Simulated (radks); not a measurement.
Spherical jellium clusters: N electrons in a uniform positive sphere of charge N and radius rs N^(1/3), rs = 5.95 bohr. Calculated with a radial shooting solver with Libxc functionals: non-relativistic Kohn-Sham, LDA (Slater exchange, Perdew-Wang correlation), spin-polarised, spherical densities. Levels are named by radial order and angular momentum (1s, 1p, 1d, 2s, ...), and open shells are averaged over m.

N = 18, configuration 1s2 1p6 1d10. This is the lowest configuration that the search found. Occupied and some empty levels:

| level | occupation | eigenvalue (eV) | <r> (bohr) |
|---|---|---|---|
| 1s | 2 | -3.1857 | 9.431 |
| 1p | 6 | -2.7912 | 11.32 |
| 1d | 10 | -2.3063 | 12.46 |
| 2s | 0 | -2.1105 | 9.679 |
| 1f | 0 | -1.7309 | 13.38 |
| 2p | 0 | -1.3593 | 11.51 |

Energy (eV): total -31.5813, kinetic 15.228, external -677.38, Hartree 338.82, exchange-correlation -47.493, background 339.24. Static polarisability (adiabatic kernel): 4552 bohr^3, against R^3 = 3792 for a classical metal sphere.
